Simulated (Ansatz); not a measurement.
Frontier orbitals of BH₃O₂Si.

```xyz
7

B    -0.337    0.540   -1.011
O    -1.175   -0.039   -0.062
Si    0.249   -0.400    0.749
O     0.969    0.369   -0.557
H    -0.671    1.077   -2.017
H     0.549   -1.843    0.856
H     0.416    0.296    2.042
```

Charge 0, multiplicity 1. The geometry is a stationary point of PBE0-D4/def2-TZVP. Basis def2-TZVPP, Ansatz 0.2.0.

A caution on the coupled-cluster cation, which keeps the state that its UHF reference found: large T1 diagnostic of the cation.

Orbital energies of one run (eV). Highest occupied ones, from the top: -7.88, -7.92, -8.42, -8.48, -10.83, -11.10, -11.28, -11.80, -13.80, -24.25, -26.63, -95.44, -95.49, -95.56. Empty: -1.35, -0.67, -0.05, 0.68, 1.66, 1.88.

(1) Which functional gave them?
A. LC-ωPBE
B. revPBE
C. CAM-B3LYP
D. B3LYP

## Answers

(1) B. HOMO energies: revPBE -7.88, LC-ωPBE -12.43, B3LYP -9.27, CAM-B3LYP -11.03 eV.

B3LYP here is the variant with VWN-RPA as its local correlation; programs differ in this. LC-ωPBE has ω = 0.4 bohr⁻¹.
